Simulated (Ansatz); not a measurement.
`FCC(Br)I` → `BrCI` + `[CH]F` at 500 K and 1 bar (formal loss of a carbene).

Program: Ansatz. Geometries: PBE0-D4/def2-TZVP. ΔE: electronic, gas phase. CCSD(T)/CBS is the MP2 limit (def2-TZVPP, def2-QZVPP) plus CCSD(T) − MP2 in def2-TZVPP, frozen cores. This one scheme is used for every species. def2 core potentials past Kr. For Br, I outer-core shells are correlated without core-valence functions, which leaves a few kJ/mol of doubt a bond. Scalar relativity is left out up to krypton. Each species was taken in one conformer, which may not be the lowest.

```csv
species,CCSD(T)/CBS energy (Eh),H − E (kJ/mol),S (J/(mol·K))
`FCC(Br)I`,-3048.44940,166.7,405.7
`BrCI`,-2910.00605,98.5,339.5
`[CH]F`,-138.29972,50.0,241.9
```

H − E and S are ideal-gas, rigid-rotor, harmonic terms from PBE0-D4/def2-TZVP, for one conformer and one mirror image of each species. 1 Eh = 2625.50 kJ/mol, R = 8.31446 J/(mol·K).

By hand: ΔE, ΔH, ΔS and ΔG.

ΔE = (-2910.00605) + (-138.29972) − (-3048.44940) = 0.14363 Eh = 377.1 kJ/mol. Δ(H − E) = 98.5 + 50.0 − 166.7 = -18.2, so ΔH = 358.9 kJ/mol. ΔS = 339.5 + 241.9 − 405.7 = 175.7 J/(mol·K). ΔG = 358.9 − 500 × (175.7)/1000 = 271.0 kJ/mol.

By hand: the equilibrium constant, and the temperature at which ΔG would vanish if ΔH and ΔS stayed fixed.

log₁₀ K = −ΔG/(RT ln 10) = -28.3. ΔG = 0 at ΔH/ΔS = 2043 K.

The number of gas molecules changes by +1, which sets the sign of ΔS. A doubt of 5 kJ/mol in ΔE shifts log₁₀ K by 0.5 here. Other conformers and mirror images would add mixing entropy, several J/(mol·K) or more a flexible species. These are equilibria of isolated gas molecules and say nothing of rates. Largest T1 diagnostic: 0.018 (customary marks: 0.02 for closed shells, 0.045 for open ones).
